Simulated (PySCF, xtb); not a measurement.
2,2-difluoro-1-silylethanone (C2H4F2OSi), SMILES FC(F)C(=O)[SiH3].

Coordinates come from a B3LYP-D3(BJ)/def2-SVP optimisation. The values are those of a single conformer.

Method: C-PCM-PBE0/def2-SVP (PySCF 2.14.0).

The values are the electrostatic part of the solvation free energy, E(continuum) − E(gas) at the gas-phase geometry, in a cavity of scaled van der Waals radii (PySCF's table); cavitation and dispersion terms are not included. In vacuum the orbital gap is 5.53 eV. The dipole moment in vacuum is 0.52 D.

Computed values in water (ε = 78.36), chloroform (ε = 4.71), 1-octanol (ε = 9.86):
```
solvent         ε  ΔG(elec) (kcal/mol)  dipole (D)  gap (eV)
----------  -----  -------------------  ----------  --------
water       78.36                 -3.3        0.64      5.55
chloroform   4.71                 -2.6        0.61      5.55
1-octanol    9.86                 -3.0        0.63      5.55
```

For comparison, GFN2-xTB/ALPB(water) (xtb, at the GFN2-xTB geometry, all terms of that model) gives -0.6 kcal/mol.
